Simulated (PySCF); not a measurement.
## Computed spin Hamiltonian

C₃H₇F₂O₂Si (doublet state).
SMILES with atom numbers: `[F:1][CH:2]([F:3])[O:4][CH:5][CH2:6][O:7][SiH3:8]` (hydrogens: H9 on C2; H10 on C5; H11, H12 on C6; H13, H14, H15 on Si8)

Structure used (GFN2-xTB), in Å, numbered top down from 1:
```
atom  x, y, z in Å
F1     3.078    1.331   -0.224
C2     1.885    0.740   -0.362
F3     1.423    1.116   -1.586
O4     2.079   -0.599   -0.292
C5     0.985   -1.422   -0.185
C6    -0.403   -0.929   -0.209
O7    -0.664   -0.121    0.931
Si8   -2.037    0.656    1.326
H9     1.189    1.144    0.394
H10    1.265   -2.402    0.151
H11   -0.596   -0.323   -1.106
H12   -1.086   -1.783   -0.211
H13   -1.593    1.259    2.571
H14   -2.387    1.634    0.292
H15   -3.143   -0.293    1.466
```

The hyperfine couplings belong to this conformer and change with its torsions.

Level of theory: PySCF 2.14.0, UKS B3LYP, pcH-1 on C F H O Si, non-relativistic, mean-field spin-orbit, GIAO. Geometry: GFN2-xTB, one conformer, isolated molecule. A GFN2-xTB geometry isn't a minimum of the functional, and hyperfine couplings can be far from their values at a DFT geometry. The SCF solution wasn't tested for stability.

| Property | Result |
| --- | --- |
| g1, g2, g3 | 2.00199, 2.00297, 2.00361 |
| g_iso | 2.00286 |
| Form of g | rhombic: the two nearest values differ by 39 % of g3 − g1 |
| ⟨S²⟩ | 0.7535 (exact 0.7500) |
| HOMO–LUMO gap, α and β orbitals | 5.67, 6.23 eV |

Isotropic coupling and dipolar principal values T1 to T3, in mT; ρ(0) is the spin density at the nucleus (MHz turned into mT with g_iso):

```
atom  isotope  a_iso  of which spin–orbit     T1     T2    T3  Mulliken spin population  ρ(0) (bohr⁻³)
  F1      19F  -0.07                 0.00  -0.28  -0.17  0.45                      0.00        -0.0005
  C2      13C  -0.16                 0.00  -0.08  -0.03  0.11                      0.00        -0.0040
  F3      19F   1.80                 0.00  -0.48  -0.39  0.87                      0.00         0.0120
  O4      17O  -0.69                 0.00  -1.89   0.90  0.99                      0.09         0.0319
  C5      13C   3.83                 0.00  -2.85  -2.80  5.65                      0.91         0.0956
  C6      13C  -0.54                 0.00  -0.06  -0.01  0.07                     -0.03        -0.0135
  O7      17O  -3.26                 0.00  -0.44   0.21  0.23                      0.03         0.1508
 Si8     29Si  -0.24                 0.00  -0.17   0.09  0.09                      0.01         0.0075
  H9       1H   0.24                 0.00  -0.13  -0.10  0.24                      0.01         0.0015
 H10       1H  -2.01                 0.00  -1.31  -0.06  1.37                     -0.04        -0.0126
 H11       1H   1.68                 0.00  -0.23  -0.11  0.34                      0.02         0.0105
 H12       1H   0.00                 0.00  -0.24  -0.14  0.38                      0.00         0.0000
 H13       1H   0.05                 0.00  -0.04  -0.02  0.06                      0.00         0.0003
 H14       1H   0.02                 0.00  -0.04  -0.02  0.06                      0.00         0.0001
 H15       1H  -0.01                 0.00  -0.04  -0.02  0.06                      0.00        -0.0001
```

The Mulliken spin populations are largest on C5 (+0.91) and O4 (+0.09). C5 is the only atom above +0.15. The angles at C5 add up to 358.4°, so it is nearly planar; its axial dipolar tensor and the negative coupling of its proton fit spin in a p orbital normal to that plane.

Axes: g2 points within 6° of the O4–C5 bond.

Under fast tumbling the dipolar parts average out, and these isotropic splittings remain: 1 × 1H (H10, I = 1/2, 2 lines) with 2.01 mT, 2 × 19F (F1/F3, I = 1/2, 3 lines) with 0.87 mT, 2 × 1H (H11/H12, I = 1/2, 3 lines) with 0.84 mT and 1 × 1H (H9, I = 1/2, 2 lines) with 0.24 mT.

Nuclei that the bonding pattern makes equivalent are averaged, as if the motion that swaps them (rotation, inversion, ring flip) were fast. The 19F value of +24.3 MHz is a mean of couplings from -2.0 to 50.5 MHz in this one geometry, not an average over conformers. The 1H value of +23.5 MHz is a mean of couplings from 0.0 to 47.0 MHz in this one geometry, not an average over conformers.

The 13C coupling of C5 (107.5 MHz) shows only in satellite lines or after enrichment, since that isotope makes up about 1.07 % of natural carbon.

The 17O coupling of O7 (-91.4 MHz) shows only in satellite lines or after enrichment, since that isotope makes up about 0.038 % of natural oxygen.
